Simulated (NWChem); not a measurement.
System: SiH$_{4}$S$_{3}$O; SMILES [Si](O)(S)(S)S

Input file for NWChem:

```
start job
memory heap 200 mb stack 900 mb global 1100 mb
geometry units angstroms
  O      0.192868    -1.349645     1.297026
  Si     0.035227    -0.180762     0.192816
  S     -1.295048    -1.036693    -1.260975
  S     -0.715741     1.562900     1.208491
  S      1.887828     0.339829    -0.775297
  H      0.668566    -1.232009     2.117286
  H     -2.121957    -1.545189    -0.364118
  H     -0.590765     2.400945     0.193541
  H      1.912778    -0.714228    -1.573839
end
basis spherical
  * library def2-svp
end
dft
  xc pbe0
  iterations 150
end
driver
  maxiter 120
end
task dft optimize
task dft freq
```

The level has its own optimisation; frequencies are unscaled.

Question: Give the results of this calculation. (PBE0/def2-SVP.) Quantities: r O–Si (Å); r H–O (Å); r H–S (Å); highest harmonic frequency (cm⁻¹); lowest (cm⁻¹); zero-point energy (kcal/mol); dipole (D).

Answer: 
| Item | Value |
|---|---|
| r O–Si (Å) | 1.656 |
| r H–O (Å) | 0.964 |
| r H–S (Å) | 1.352 |
| highest harmonic frequency (cm⁻¹) | 3906 |
| lowest (cm⁻¹) | 92 |
| zero-point energy (kcal/mol) | 27.8 |
| dipole (D) | 0.81 |
